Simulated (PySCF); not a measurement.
Atoms are numbered as in `[CH3:1][C:2]([CH3:3])([CH3:4])[SiH2:5][O:6][SiH3:7]` (H(Xn): hydrogen on atom n).

Geometry: PBE0-D3(BJ)/def2-SVP; GIAO shifts from PySCF 2.14.0 with density-fitted response routines, gas phase, non-relativistic, averaged over equivalent atoms.

At B3LYP/pcSseg-1 (203 basis functions, 45 s wall time on 1 thread of an x86-64 server CPU, shared host):
```csv
atoms,δ (ppm)
C1/C3/C4,26.4
C2,20.6
Si5,-7.7
Si7,-45.5
O6,13.8
H(Si7),5.00
H(Si5),4.60
H(C1)/H(C3)/H(C4),0.99
```

Shifts are taken against calculated references (same method and geometry level): ¹³C (σref 179.24), ²⁹Si (σref 337.86), ¹H (σref 31.38) vs TMS; ¹⁷O (σref 334.04) vs H2O.

Problem. Estimate the result of repeating the calculation with PBE0/pcSseg-1.

Solution. 
| atoms | δ at PBE0/pcSseg-1 | change |
| --- | --- | --- |
| C1/C3/C4 | 25.7 | -0.7 |
| C2 | 18.9 | -1.7 |
| Si5 | -3.5 | +4.2 |
| Si7 | -38.9 | +6.6 |
| O6 | 8.4 | -5.4 |
| H(Si7) | 5.09 | +0.09 |
| H(Si5) | 4.70 | +0.10 |
| H(C1)/H(C3)/H(C4) | 0.98 | -0.01 |

δ = σ(ref) − σ, references computed at the same level: TMS for ¹³C (184.41 ppm) and ²⁹Si (351.99 ppm) and ¹H (31.27 ppm); ¹⁷O (334.56 ppm) vs H2O.

The largest change is at Si7 (silicon bonded to O, 3 H). Cost: 203 basis functions, 48 s wall time on 1 thread of an x86-64 server CPU, shared host.

Experimental scales use liquid or dissolved standards, which lie at an offset from isolated H2O (liquid H2O: subtract about 36 ppm).
